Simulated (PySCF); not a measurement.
PySCF input (BP86/6-31G* (5d)):

```python
from pyscf import gto, dft

mol = gto.M(
    atom='''
    C    -1.62716027   -0.87471533   -0.43949625
    C    -0.57353451    0.00802121    0.12689650
    C    -0.53645204    1.38087954   -0.54835076
    C     0.78895513   -0.68169206    0.08006063
    O     1.71962932    0.10202203    0.82206675
    H    -1.62221708   -1.93992186   -0.24724397
    H    -2.48313190   -0.45703705   -0.95115441
    H    -0.78463246    0.16815656    1.19819426
    H    -0.31951801    1.27708729   -1.61452577
    H     0.23222438    2.00899091   -0.10070274
    H    -1.49849042    1.88658288   -0.44826622
    H     0.70359063   -1.68737252    0.50963518
    H     1.10849164   -0.78415328   -0.96475719
    H     2.59579868   -0.28346948    0.72762606
    ''',
    basis='6-31g*',
    charge=0,
    spin=1,
    verbose=4,
)

mf = dft.UKS(mol, xc='bp86')
mf.grids.level = 3
mf.conv_tol = 1e-9
mf.max_cycle = 100
mf.max_memory = 1500
mf.kernel()
if not mf.converged:
    mf = mf.newton()
    mf.kernel(mf.make_rdm1())
mo, _, stable, _ = mf.stability(return_status=True)
if not stable:
    mf.kernel(mf.make_rdm1(mo, mf.mo_occ))
    stable = mf.stability(return_status=True)[2]
mf.dip_moment()
```

From the output:

```
XC functionals = bp86
    A. D. Becke,  Phys. Rev. A 38, 3098 (1988)
    J. P. Perdew,  Phys. Rev. B 33, 8822 (1986)
    J. P. Perdew,  Phys. Rev. B 34, 7406–7406 (1986)
radial grids:
    Treutler-Ahlrichs [JCP 102, 346 (1995); DOI:10.1063/1.469408] (M4) radial grids

becke partition: Becke, JCP 88, 2547 (1988); DOI:10.1063/1.454033
pruning grids: <function nwchem_prune>
grids dens level: 3
symmetrized grids: False
atomic radii adjust function: <function treutler_atomic_radii_adjust>
small_rho_cutoff = 0
Set gradient conv threshold to 3.16228e-05
tot grids = 158832
init E= -233.138873314149
  alpha nocc = 21  HOMO = -0.203405598768893  LUMO = 0.00245478773198782
  beta  nocc = 20  HOMO = -0.346585433958588  LUMO = -0.203405598768891

WARN: HOMO -0.203405598768893 >= LUMO -0.203405598768891

cycle= 1 E= -232.834337378079  delta_E= 0.305  |g|= 0.556  |ddm|= 2.27
  alpha nocc = 21  HOMO = -0.0449746646154385  LUMO = 0.103240799015493
  beta  nocc = 20  HOMO = -0.047496603003693  LUMO = -0.0172453062433608
  HOMO = -0.0449746646154  LUMO = -0.0172453062434  gap/eV = 0.75455
cycle= 2 E= -232.553225394966  delta_E= 0.281  |g|= 0.989  |ddm|= 1.64
  alpha nocc = 21  HOMO = -0.136926467589965  LUMO = 0.0493511693613189
  beta  nocc = 20  HOMO = -0.227356642162373  LUMO = -0.059871217360163
  HOMO = -0.13692646759  LUMO = -0.0598712173602  gap/eV = 2.09678
cycle= 3 E= -232.964075738261  delta_E= -0.411  |g|= 0.121  |ddm|=  1.2
  alpha nocc = 21  HOMO = -0.164883885074474  LUMO = 0.054815171988404
  beta  nocc = 20  HOMO = -0.213846556096262  LUMO = -0.0833150319036009
  HOMO = -0.164883885074  LUMO = -0.0833150319036  gap/eV = 2.21960
cycle= 4 E= -232.970430341655  delta_E= -0.00635  |g|= 0.0381  |ddm|= 0.161
  alpha nocc = 21  HOMO = -0.160733723744263  LUMO = 0.0567158053446621
  beta  nocc = 20  HOMO = -0.212562728941126  LUMO = -0.0760727458010249
  HOMO = -0.160733723744  LUMO = -0.076072745801  gap/eV = 2.30374
cycle= 5 E= -232.971144657567  delta_E= -0.000714  |g|= 0.009  |ddm|= 0.046
  alpha nocc = 21  HOMO = -0.160285928542291  LUMO = 0.0561294186872372
  beta  nocc = 20  HOMO = -0.212792907744645  LUMO = -0.0747923733572877
  HOMO = -0.160285928542  LUMO = -0.0747923733573  gap/eV = 2.32640
cycle= 6 E= -232.971179088173  delta_E= -3.44e-05  |g|= 0.00397  |ddm|= 0.0126
  alpha nocc = 21  HOMO = -0.160852247986329  LUMO = 0.055983703384221
  beta  nocc = 20  HOMO = -0.212987066595411  LUMO = -0.0750437054988655
  HOMO = -0.160852247986  LUMO = -0.0750437054989  gap/eV = 2.33497
cycle= 7 E= -232.971186997384  delta_E= -7.91e-06  |g|= 0.000656  |ddm|= 0.00406
  alpha nocc = 21  HOMO = -0.160855433635697  LUMO = 0.0559374962392236
  beta  nocc = 20  HOMO = -0.213089359213576  LUMO = -0.074871037554475
  HOMO = -0.160855433636  LUMO = -0.0748710375545  gap/eV = 2.33975
cycle= 8 E= -232.971187271369  delta_E= -2.74e-07  |g|= 0.000277  |ddm|= 0.00115
  alpha nocc = 21  HOMO = -0.160876278308659  LUMO = 0.0559642520282742
  beta  nocc = 20  HOMO = -0.213051874971593  LUMO = -0.0748645508570283
  HOMO = -0.160876278309  LUMO = -0.074864550857  gap/eV = 2.34050
cycle= 9 E= -232.971187316633  delta_E= -4.53e-08  |g|= 0.000125  |ddm|= 0.000463
  alpha nocc = 21  HOMO = -0.16087831598785  LUMO = 0.0559604902844444
  beta  nocc = 20  HOMO = -0.21305991510135  LUMO = -0.0748631010200476
  HOMO = -0.160878315988  LUMO = -0.07486310102  gap/eV = 2.34059
cycle= 10 E= -232.971187323948  delta_E= -7.31e-09  |g|= 3.79e-05  |ddm|= 0.000137
  alpha nocc = 21  HOMO = -0.16087611083235  LUMO = 0.0559637340423151
  beta  nocc = 20  HOMO = -0.213053683009004  LUMO = -0.0748617714956508
  HOMO = -0.160876110832  LUMO = -0.0748617714957  gap/eV = 2.34057
cycle= 11 E= -232.971187324698  delta_E= -7.51e-10  |g|= 8.8e-06  |ddm|= 5.17e-05
  alpha nocc = 21  HOMO = -0.160875885732345  LUMO = 0.0559630849953492
  beta  nocc = 20  HOMO = -0.213056393570084  LUMO = -0.0748625782512198
  HOMO = -0.160875885732  LUMO = -0.0748625782512  gap/eV = 2.34054
Extra cycle  E= -232.971187324688  delta_E= 1.02e-11  |g|= 1.13e-05  |ddm|= 2.27e-05
converged SCF energy = -232.971187324688  <S^2> = 0.75329937  2S+1 = 2.0032966
uhf_internal: lowest eigs of H = [0.71903107 0.72431257 0.73612236]
<class 'pyscf.dft.uks.UKS'> wavefunction is stable in the internal stability analysis
Dipole moment(X, Y, Z, Debye):  0.67372, -1.00140, -0.48567
```

The geometry given is a B3LYP-D3(BJ)/def2-TZVP minimum.
